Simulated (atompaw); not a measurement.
## Varying the PAW (atompaw) potential for Zn

Base potential:

- Element: Zn (Z = 30)
- Generator: atompaw 4.2.0.5
- Type: PAW
- Functional: PBE
- Relativity: scalar-relativistic
- Frozen core: [Ar]
- Valence charge: 12
- Reference configuration: 3d10 4s1.5 4p0.5
- Partial waves: 4s (bound): rc 2.65 bohr; 4s channel at 3.2 Ry: rc 2.40 bohr; 4p (bound): rc 2.65 bohr; 4p channel at 0.6 Ry: rc 2.65 bohr; 3d (bound): rc 1.65 bohr; 3d channel at 3.2 Ry: rc 1.65 bohr
- Local potential: bessel scheme, radius 2.45 bohr
- Core correction: smooth core density matched at 2.05 bohr
- Augmentation charge: gaussian compensation charge, radius 2.50 bohr; PAW radius 2.65 bohr; waves and projectors: custom polynom2 7 10 vanderbiltortho

All-electron outer shells of the reference configuration (PBE, scalar-relativistic, ld1.x):

```
shell  level (eV)  outermost node (bohr)  outermost maximum (bohr)
   3s     -130.43                   0.28                      0.59
   3p      -84.60                   0.25                      0.59
   3d      -11.31                      –                      0.57
   4s       -6.75                   0.85                      2.06
   4p       -1.66                   0.92                      2.96
```

Cutoffs, loose and tight: the cutoffs (Ry, on a coarse ladder) from which the occupation-weighted sum of valence levels, in a spherical-Bessel basis at the reference potential, stays within 10 and 1 mRy of its value at 400 Ry. They see the waves, projectors and local potential, not the compensation charge or the core. A dash means not determined.

A true bound ghost makes a file unfit for plane-wave use even where its test errors are small: the radial tests pick states by their node count and pass the ghost by.

```csv
change,outcome,"cutoff, loose","cutoff, tight",bound ghosts
base,generated,90 Ry,260 Ry,none
"augmentation sinc compensation charge, radius 2.50 bohr; PAW radius 2.65 bohr; waves and projectors: custom polynom2 7 10 vanderbiltortho",generated,90 Ry,260 Ry,none
"local potential ultrasoft scheme with l = 3 at -0.5 Ry, radius 2.45 bohr",generated,70 Ry,260 Ry,s
wave 3d (bound): rc 1.65 bohr becomes 3d (bound): rc 1.82 bohr,generated,25 Ry,160 Ry,none
reference 3d10 4s1.75 4p0,generated,90 Ry,260 Ry,none
"core [Ar] 3d10, valence charge 2; reference 4s1.75 4p0.25; waves now 4s (bound): rc 2.35 bohr; 4s channel at 0.7 Ry: rc 3.00 bohr; 4p (bound): rc 3.00 bohr; 4p channel at 0.65 Ry: rc 3.00 bohr; local potential bessel scheme, radius 2.30 bohr; core correction smooth core density matched at 2.25 bohr; augmentation gaussian compensation charge, radius 2.30 bohr; PAW radius 3.00 bohr; waves and projectors: custom polynom2 7 10 vanderbiltortho",generated,6 Ry,8 Ry,none
core correction smooth core density matched at 1.74 bohr,generated,90 Ry,260 Ry,none
"all radii scaled by about 0.82 (s 2.18, p 2.18, d 1.36 bohr); local potential bessel scheme, radius 2.00 bohr; augmentation gaussian compensation charge, radius 2.04 bohr; PAW radius 2.18 bohr; waves and projectors: custom polynom2 7 10 vanderbiltortho; core correction smooth core density matched at 1.68 bohr",generated,over 300 Ry,over 300 Ry,none
```

Q: What comes out with this change to the base: wave 3d channel at 3.2 Ry: rc 1.65 bohr becomes 3d channel at 1.03 Ry: rc 1.65 bohr?

A: outcome: generated; cutoff, loose: 70 Ry; cutoff, tight: 260 Ry; bound ghosts: none.

Q: What comes out with this change to the base: wave 3d (bound): rc 1.65 bohr becomes 3d (bound): rc 2.44 bohr?

A: outcome: generated; cutoff, loose: 21 Ry; cutoff, tight: 50 Ry; bound ghosts: none.

Q: What comes out with this change to the base: local potential bessel scheme, radius 1.94 bohr?

A: outcome: generated; cutoff, loose: 120 Ry; cutoff, tight: 260 Ry; bound ghosts: s.
